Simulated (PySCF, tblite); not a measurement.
C₆H₁₃BO₂.
Numbering: `[CH3:1][O+:2]1[BH2-:3][CH2:4][C@@H:5]([CH2:6][CH:7]=[O:8])[CH2:9]1` (hydrogens: H10, H11, H12 on C1; H13, H14 on B3; H15, H16 on C4; H17 on C5; H18, H19 on C6; H20 on C7; H21, H22 on C9)

Geometry (GFN2-xTB, Å), atoms numbered from 1 in this order:
```xyz
22
C6H13BO2 angstrom
C     -2.166    1.282    0.323
O     -1.509    0.441   -0.605
B     -1.693   -1.212   -0.272
C     -0.130   -1.650   -0.116
C      0.602   -0.346    0.193
C      2.114   -0.393   -0.079
C      2.728    0.916    0.304
O      3.180    1.727   -0.455
C     -0.102    0.669   -0.706
H     -3.220    1.009    0.306
H     -2.055    2.326    0.015
H     -1.782    1.155    1.339
H     -2.253   -1.625   -1.229
H     -2.320   -1.271    0.733
H      0.041   -2.380    0.673
H      0.274   -2.073   -1.036
H      0.439   -0.071    1.241
H      2.297   -0.598   -1.135
H      2.552   -1.188    0.527
H      2.700    1.116    1.396
H      0.161    0.474   -1.751
H      0.133    1.710   -0.469
```

Jobs on this species (22 atoms, 70 electrons) with PySCF (density fitting) and tblite. Hardware of each: one thread, Arm Neoverse V1 (aarch64) (shared host). Times come from a shared host and carry two figures at best.

Problem. Rank these jobs by wall time, shortest first.
A. GFN2-xTB; Hessian by finite differences
B. GFN2-xTB; L-BFGS relaxation
C. PBE0/pcSseg-1; shieldings, ring-centre shieldings, charges and field gradients, density and orbital grids written; 218 basis functions

Solution. A (0.86 s), B (1.9 s), C (58 s).

All jobs:

```
level and settings                                                                                                work  basis functions  SCF cycles  wall time
          GFN2-xTB                                                                       Hessian by finite differences                –           –     0.86 s
          GFN2-xTB                                                                                   L-BFGS relaxation                –           –      1.9 s
     PBE0/pcSseg-1  shieldings, ring-centre shieldings, charges and field gradients, density and orbital grids written              218          14       58 s
```

Problem. What do all jobs in the table cost together?

Solution. About 61 s; the longest takes about 95 % of that, and about 67 times as long as the shortest.
